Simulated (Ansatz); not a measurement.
C2H6FIn (`C[CH](F)[InH2]`) at its PBE0-D4/def2-TZVP geometry, where that method's forces vanish. Total charge 0; spin multiplicity 1. In takes the def2 core potential.

```xyz
10

C     1.1340   -0.0067   -0.7976
C     0.2198    0.5910    0.2354
F    -0.4055    1.7330   -0.3172
In   -1.4987   -0.6299    0.8555
H     1.8696    0.7276   -1.1436
H     0.5821   -0.3734   -1.6660
H     1.6800   -0.8505   -0.3644
H     0.7943    0.9515    1.0931
H    -2.2699   -1.5807   -0.3652
H    -2.1057   -0.5619    2.4702
```

(1) What forces (eV/Å) does PBE-D4/def2-TZVPP give on these atoms in Ansatz 0.2.0? (An estimate is asked.)

Results:

(1) Computed: 
```
C1  -0.016 -0.037  0.008
C2   0.226 -0.247  0.083
F3  -0.309  0.481 -0.218
In4 -0.044 -0.083  0.052
H5   0.158  0.146 -0.070
H6  -0.102 -0.083 -0.175
H7   0.114 -0.170  0.074
H8   0.114  0.050  0.217
H9  -0.074 -0.070 -0.109
H10 -0.067  0.013  0.137
```
